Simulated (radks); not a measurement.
The nuclear charge of neutral selenium is varied continuously with 34 electrons held in [Ar] 3d10 4s2 4p4. Method: scalar-relativistic Kohn-Sham, PBE, spin-unpolarised, spherical densities, finite nucleus; Fermi nuclear charge, rms radius 4.14 fm; computed with a radial shooting solver on a logarithmic mesh with Libxc functionals. By the Hellmann-Feynman theorem dE/dZ = E(electron-nucleus)/Z, the electronic potential at the nucleus (averaged over a nucleus of fixed radius). The scalar-relativistic energy here is not variational (the density holds large components alone), so the two differ by a part that grows with Z.

\begin{tabular}{lrrrrr}
Z & E (hartree) & E(electron-nucleus)/Z (hartree) & HOMO & e(HOMO) (eV) & <r> HOMO (bohr) \\ \hline
33.8 & -2395.57519 & -170.920 & 4p & -4.675 & 2.397 \\
33.9 & -2412.72605 & -171.607 & 4p & -5.577 & 2.348 \\
34 & -2429.94588 & -172.294 & 4p & -6.512 & 2.302 \\
34.1 & -2447.23464 & -172.980 & 4p & -7.478 & 2.259 \\
34.2 & -2464.59231 & -173.667 & 4p & -8.476 & 2.219 \\
34.3 & -2482.01884 & -174.353 & 4p & -9.503 & 2.181 \\
34.4 & -2499.51422 & -175.038 & 4p & -10.559 & 2.145 \\
34.5 & -2517.07842 & -175.723 & 4p & -11.644 & 2.111 \\
34.6 & -2534.71142 & -176.409 & 4p & -12.756 & 2.078 \\
34.7 & -2552.41320 & -177.094 & 4p & -13.896 & 2.047 \\
34.8 & -2570.18375 & -177.778 & 4p & -15.061 & 2.017 \\
34.9 & -2588.02306 & -178.463 & 4p & -16.253 & 1.989 \\
35 & -2605.93111 & -179.148 & 4p & -17.471 & 1.962 \\
\end{tabular}

The central difference of E at Z = 34 is -172.543 hartree, to compare with the third column; the second derivative is -6.89 hartree.
